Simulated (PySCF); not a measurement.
# Ionisation energy of Se+ by level of theory

Se+ [Ar] 3d10 4s2 4p3 (4S) → Se(2+) [Ar] 3d10 4s2 4p2 (3P), as a difference of total energies. Calculation: PySCF 2.14, in x2c-TZVPPall with one added diffuse shell each of s, p, d type (7s6p5d1f, 57 functions); the spin-free X2C one-electron Hamiltonian (Gaussian nucleus). Correlated levels: valence: [Ar] 3d10 frozen. The calculations carry no spin-orbit coupling.

```csv
method,ionisation energy (eV)
UHF,20.840
MP2 (valence),21.342
SCS-MP2 (valence),21.192
CCSD (valence),21.308
CCSD(T) (valence),21.336
```

Q: How much does correlation contribute at CCSD(T) (valence)?

A: 21.336 − (20.840) = 0.496 eV, measured against UHF.

A first-order spin-orbit estimate (lowest level to lowest level, LS coupling) adds -0.296 eV.

Errors of the correlated levels include the incompleteness of this basis and the frozen core.

For comparison: 21.196 ± 0.01 eV (measured; NIST Atomic Spectra Database, ionization energies).
